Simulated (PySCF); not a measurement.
NICS in isomers of C5H6N2OS.

NICS is the negative of the GIAO shielding at a point without a nucleus: at the ring centre (0) and 1 Å above and below it (1); zz is the component along the ring normal. Level: GIAO PBE0/pcSseg-1 (PySCF, non-relativistic, gas phase) on the GFN2-xTB geometries, one conformer each. Atom numbers follow the mapped SMILES.

Question: Order these rings by mean NICS(1)zz, lowest (most negative) first (ppm).
A. ring C4–S5–N6–N7–C8 in `[CH3:1][C:2](=[O:3])[c:4]1[s:5][n:6][n:7][c:8]1[CH3:9]`
B. ring C4–N5–N6–C7–S9 in `[CH3:1][C:2](=[O:3])[c:4]1[n:5][n:6][c:7]([CH3:8])[s:9]1`
C. ring C4–C5–N6–C7–N8–C9 in `[CH3:1][S@@:2](=[O:3])[c:4]1[cH:5][n:6][cH:7][n:8][cH:9]1`
D. ring C3–C4–C5–C6–N7–N9 in `[CH3:1][O:2][c:3]1[cH:4][cH:5][cH:6][n+:7]([S-:8])[n:9]1`

Answer: A (-29.5), C (-27.7), B (-25.2), D (-14.3).

| SMILES | ring | NICS(0) | NICS(1) | NICS(1)zz | HOMA | rms pucker (Å) | ring atoms with four or more neighbours |
| --- | --- | --- | --- | --- | --- | --- | --- |
| CC(=O)c1snnc1C | 5-membered ring with 2 N and S; formal bonds all aromatic | -11.1 | -12.9 | -29.5 | – | 0.00 | 0 |
| C[S@@](=O)c1cncnc1 | 6-membered ring with 2 N; formal bonds all aromatic | -6.6 | -11.1 | -27.7 | 0.99 | 0.00 | 0 |
| CC(=O)c1nnc(C)s1 | 5-membered ring with 2 N and S; formal bonds all aromatic | -10.9 | -11.8 | -25.2 | 0.73 | 0.00 | 0 |
| COc1ccc[n+]([S-])n1 | 6-membered ring with 2 N; formal bonds all aromatic | -3.2 | -6.6 | -14.3 | 0.96 | 0.00 | 0 |

NICS(0) gives another order. The isotropic NICS(1) gives another order. HOMA uses Krygowski's 1993 parameters; it is left out where a ring has a four-coordinate atom, a triple bond, no multiple bond or a kind of bond without parameters. NICS(1) and NICS(1)zz are means over the two faces.
